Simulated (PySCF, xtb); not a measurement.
C₂H₇O, SMILES CC[OH2+], charge +1.

Harmonic wavenumbers (cm⁻¹) from xtb with GFN2-xTB at its own minimum, in rising order: 221, 246, 380, 811, 817, 892, 904, 999, 1118, 1166, 1209, 1269, 1392, 1411, 1434, 1462, 1470, 3024, 3027, 3049, 3055, 3074, 3236, 3246.

What does PBE-D3(BJ)/def2-TZVP in PySCF 2.14.0 give at its own minimum? (The exact figures need the calculation; the answer reports its results.)

181, 262, 357, 634, 747, 775, 898, 925, 1097, 1184, 1278, 1333, 1361, 1423, 1439, 1448, 1619, 2975, 3037, 3050, 3065, 3117, 3526, 3607. Paired by order, the mean absolute difference is 70 cm⁻¹ and the zero-point energies are 55.6 and 56.2 kcal/mol.
